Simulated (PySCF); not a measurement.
**Telling isomers of C4H3FN2 apart by NMR**

- PBE0-D3(BJ)/def2-SVP geometry
- σ from GIAO-PBE0/pcSseg-1
- couplings computed with B3LYP/pcJ-1 (spin–dipole term left out of most H,H and C,H couplings)
- program: PySCF
- fast rotation and ring inversion assumed for equivalent nuclei, non-relativistic Hamiltonian, in vacuum, one computed conformer

Scale: TMS for ¹H (σref 31.27) and ¹³C (σref 184.41) (reference shieldings calculated alike). Multiplet labels drop J under 1 Hz and among equivalent protons, and merge close values. Unscaled 3J(H,H) run several per cent high. One-bond C–F couplings are unscaled and too large by tens of Hz. Shifts are as computed. Against solution values, carbons near 30 ppm lie about +2 ppm off and those near 130 ppm about +5 ppm. Of 1211 compounds with measured shifts, 218 miss one by over three times the rms of a fit or turn the order of signals round; such compounds aren't used in these exercises.

(1) Tabulate the signals of `Fc1cnccn1`, `Fc1ncccn1` and their relative energies.

(2) What is the quickest way to tell Fc1cnccn1 from Fc1ncccn1?

Results:

(1) 
```tsv
SMILES	carbon types	δC	δH	E rel. (kcal/mol)
Fc1cnccn1	1×C 3×CH	166.8, 147.6, 147.2, 138.7	8.55 (ddd, 1H), 8.50 (dt, 1H), 8.26 (ddd, 1H)	7.9
Fc1ncccn1	1×C 3×CH	170.2, 166.6, 123.6	8.70 (dd, 2H), 7.03 (td, 1H)	0.0
```

Energies are electronic energies at PBE0/pcSseg-1 on these geometries, without zero-point or thermal terms, each for the one conformer computed, which needn't be the lowest.

(2) Count the carbon signals: 4 against 3. The first has an aromatic CH next to a ring nitrogen at 147.2 ppm, the second an aromatic CH next to a ring nitrogen at 166.6 ppm. Their most deshielded carbons lie at 166.8 and 170.2 ppm.
